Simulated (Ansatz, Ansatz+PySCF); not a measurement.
```yaml
atoms:
  - { symbol: Li, position_ang: [-0.0246, 0.0304, -1.1802] }
  - { symbol: F, position_ang: [0.0039, 0.0160, 0.4302] }
```

Basis set: def2-SVP (spherical functions). Correlated methods keep 1 orbital frozen. Charge 0, multiplicity 1.

Computed with Ansatz (development build ahead of 0.2.0); each method stands on the lowest determinant of its kind that the runs found. Restricted open shells among the atoms or ions are ROHF, correlated in semicanonical orbitals with singles. Restricted functionals stand beside restricted open-shell atoms, which can lie above the unrestricted atoms usual in DFT and then raise those values.

The atomization energy at this shape (free ground-state atoms in the same class of orbitals less the molecule, no zero-point energy) of singlet LiF:

```tsv
method	atomization energy
ωB97X (restricted)	552.9 kJ/mol
ωB97X (unrestricted)	549.0 kJ/mol
r²SCAN (restricted)	548.2 kJ/mol
r²SCAN (unrestricted)	542.5 kJ/mol
PBE0 (restricted)	533.1 kJ/mol
PBE0 (unrestricted)	529.0 kJ/mol
PBE (unrestricted)	560.2 kJ/mol
PBE (restricted)	563.3 kJ/mol
RHF-CCSD(T)	506.5 kJ/mol
RHF-CCSD	503.7 kJ/mol
RHF-MP2	530.0 kJ/mol
RHF	372.9 kJ/mol
```

Problem. What does UHF give?

Solution. 363.5 kJ/mol.
